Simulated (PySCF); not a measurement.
Question: What does the PBE0-D3(BJ)/def2-SVP structure of `c1(B(C)C)cccc(C#N)c1` look like in three dimensions?

Answer: 
```
atom  x, y, z in Å
C1    -2.4720   -1.3875    0.0738
B2    -1.5911   -0.0955    0.2521
C3    -2.2205    1.2761    0.6995
C4    -0.0407   -0.1734   -0.0407
C5     0.5645   -1.3493   -0.5210
C6     1.9306   -1.4203   -0.7854
C7     2.7394   -0.3100   -0.5704
C8     2.1667    0.8776   -0.0901
C9     2.9862    2.0307    0.1355
N10    3.6443    2.9674    0.3191
C11    0.7907    0.9369    0.1662
H12   -2.0397   -2.2573    0.5966
H13   -2.4895   -1.6678   -0.9960
H14   -3.5140   -1.2655    0.4004
H15   -3.3091    1.2423    0.8443
H16   -1.7641    1.6118    1.6482
H17   -1.9933    2.0731   -0.0301
H18   -0.0509   -2.2353   -0.6949
H19    2.3714   -2.3468   -1.1600
H20    3.8117   -0.3506   -0.7700
H21    0.3723    1.8750    0.5362
```

Any rigid rotation of these coordinates is as good. Atoms count from 1 in this order. The C–C distances run from 1.390 Å (C6–C7, aromatic) to 1.433 Å (C8–C9, drawn single), a spread of 0.043 Å. The 6-membered ring C4–C5–C6–C7–C8–C11 has internal angles of 117.2° to 121.9°; it is planar, 0.00 Å rms from its mean plane, widest ring torsion 0°. Of the pairs four or more bonds apart, C3···H21 is among the closest relative to their van der Waals radii: 2.67 Å, 92 % of the sum of Bondi's values. B2 (three-coordinate boron) is planar (angles 121.6°, 119.2° and 119.2°, sum 360.0°, 0.01 Å off the plane of its three neighbours).

Bonds between heavy atoms (Å): C1–B2 1.574, B2–C3 1.574, B2–C4 1.580, C4–C5 1.407, C5–C6 1.393, C6–C7 1.390, C7–C8 1.403, C8–C9 1.433, C9≡N10 1.159, C8–C11 1.401, C4–C11 1.402.

Method used: PBE0-D3(BJ)/def2-SVP geometry optimisation, gas phase in PySCF.

Point group: near Cs, missed by 0.32 Å at most; the miss may be what the optimiser left on a soft mode. Whether it is a minimum is left open (no frequencies).
